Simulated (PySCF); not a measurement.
Identify the compound

An unknown has the formula C8H10. Its calculated NMR data are:

1H NMR (300 MHz, computed): δ 5.35 (m, 1H), 5.32 (m, 1H), 2.98 (m, 2H), 1.96 (s, 3H), 1.78 (m, 3H).

13C{1H} NMR (computed): δ 216.5 (C), 94.3 (CH), 92.6 (CH), 83.8 (C), 83.6 (C), 24.8 (CH2), 18.8 (CH3), 4.8 (CH3).

[PySCF 2.14.0 with density-fitted response routines: GFN2-xTB geometry; σ from GIAO-PBE0/pcSseg-1; rapidly exchanging positions averaged; gas phase; relativity neglected; a single conformation]

References, each an isolated molecule treated in the same way: TMS for 1H, 13C.

Question: Choose the structure that fits.
A. C=CC1=C(C=C)CC1
B. CC#CCC=C=CC
C. C=CC#CC1CCC1

Answer: B. 

1. Rings plus π bonds: 4 (no ring in the answer).
2. 8 carbon signals for 8 carbons: no two carbons are equivalent.
3. Carbon types of the structure: 3 × C, 2 × CH, 1 × CH2, 2 × CH3, which accounts for all hydrogens.
4. δC 216.5: central carbon of an allene; the central sp carbon of an allene is among the most deshielded carbons of hydrocarbons.
5. δC 94.3, 92.6: terminal carbon of a cumulated C=C=C unit.
6. δC 83.8, 83.6: alkyne carbon; sp carbons lie upfield of alkene carbons because the cylindrical π system leaves one tensor component strongly shielded.
7. δC 24.8: allylic sp3 CH2; saturated and bonded to C and H only.
8. δC 18.8: allylic methyl carbon; aliphatic region, no heteroatom directly attached.

The others: C=CC#CC1CCC1 would give 7 carbon signals, not 8; C=CC1=C(C=C)CC1 would give 4 carbon signals, not 8.

Shifts are as computed. Against solution values, carbons near 30 ppm lie about +3 ppm off and those near 130 ppm about +5 ppm. Of 1211 compounds with measured shifts, 218 miss one by over three times the rms of a fit or turn the order of signals round; such compounds aren't used in these exercises. Multiplicities follow the n + 1 count of equivalent neighbours, as no J values were calculated; m marks all less simple cases, F and P coupling included.
